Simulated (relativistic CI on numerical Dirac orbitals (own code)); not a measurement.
Nb4+: 4p photoemission

Computed with this model: Dirac-Coulomb-Breit CI, KLI orbitals optimised for each configuration, QED by a radiative potential, valence Slater integrals scaled by 0.7, multiplet model of photoemission in the sudden approximation; configurations [Kr] 4d → [Ar] 3d10 4s2 4p5 4d; 80 K; Lorentzian 1.2 eV and Gaussian 0.6 eV FWHM. Energies are those of the free ion, without screening or charge transfer. The energies are binding energies and can lie tens of eV above those of solids. S is read from ⟨S²⟩ = S(S + 1).

Field parameters in Wybourne normalisation: D4h B²₀ = −7Ds, B⁴₀ = 21(Dq − Dt), B⁴₄ = 21√(5/14) Dq. The field is a parameter set, without covalency.

Computed curve for D4h, 10Dq = 44400, Ds = 300, Dt = 240 cm⁻¹, scaled to 100 at the maximum (points under 2 are left out and the grid is thinned):

Energy (eV), Intensity and a bar:
```
     79.0        2.1 
     79.2        2.3 
     79.6        2.6 
     79.8        2.8 
     80.2        3.3 
     80.4        3.5 
     80.8        4.2 #
     81.0        4.7 #
     81.4        5.7 #
     81.6        6.4 #
     82.0        8.3 ##
     82.2        9.6 ##
     82.6       13.4 ###
     82.8       16.3 ####
     83.2       25.5 #######
     83.4       32.9 #########
     83.8       53.8 ################
     84.0       65.9 ####################
     84.4       86.1 ##########################
     84.6       92.9 ############################
     85.0       99.9 ##############################
     85.2      100.0 ##############################
     85.6       91.7 ###########################
     85.8       83.9 #########################
     86.2       67.0 ####################
     86.4       61.6 ##################
     86.8       61.9 ##################
     87.0       66.0 ####################
     87.4       71.1 #####################
     87.6       67.9 ####################
     88.0       51.7 ###############
     88.2       42.6 ############
     88.6       29.4 ########
     88.8       26.0 #######
     89.2       24.3 #######
     89.4       24.5 #######
     89.8       23.7 #######
     90.0       21.9 ######
     90.4       16.1 ####
     90.6       13.1 ###
     91.0        8.9 ##
     91.2        7.7 ##
     91.6        6.1 #
     91.8        5.7 #
     92.2        5.3 #
     92.4        5.1 #
     92.8        4.4 #
     93.0        3.9 #
     93.4        3.0 
     93.6        2.7 
     94.0        2.2 
     94.2        2.1 
     97.2        2.6 
     97.4        3.2 
     97.8        4.9 #
     98.0        5.8 #
     98.4        5.9 #
     98.6        5.1 #
     99.0        3.2 
     99.2        2.5
```

The ground state has S = 0.50, and the centroid lies at 86.42 eV.
